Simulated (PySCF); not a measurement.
**CsCd and its ions**

PBE0; PySCF, scalar-relativistic core potentials, basis sets Cs def2-SVP with ECP46, Cd def2-SVP with ECP28. Neutral (UKS): doublet (σ ↑), Re = 4.400 Å, ωe = 26.7 cm⁻¹, De = 0.07 eV, HOMO -2.66 eV, LUMO -1.28 eV.

CsCd⁺ (UKS): singlet (closed shell), Re = 4.088 Å, ωe = 39.1 cm⁻¹, De = 0.16 eV to Cs⁺ + Cd. The energies at the minima are -187.87675 hartree for CsCd and -187.73662 for CsCd⁺.

(1) Work out the adiabatic ionisation energy, without and with harmonic zero-point energies (1 hartree = 27.2114 eV, 1 eV = 8065.5 cm⁻¹), and the change of the bond length.

Closed-shell solutions of metal pairs were not tested for spin polarisation, which can lower them a little. Weak bonds: CsCd, CsCd⁺. Basis-set superposition, not corrected here, can be much of De in a small basis, most of all at correlated wavefunction levels. Spin–orbit coupling is left out. For an ion De counts to the pair picked by the measured ionisation energies or electron affinities, which need not be the lowest pair at this level. States were picked by a PBE0 search and need not be the measured ground states.

## Answers

(1) At PBE0: 0.14013 hartree = 3.813 eV between the minima; the zero-point term (39.1 − 26.7)/2 cm⁻¹ = +0.001 eV makes it 3.814 eV. Re changes by -31.2 pm against the neutral. The electron leaves a σ orbital, and the shorter bond of the ion fits an antibonding orbital, or a change in how ionic the bond is.
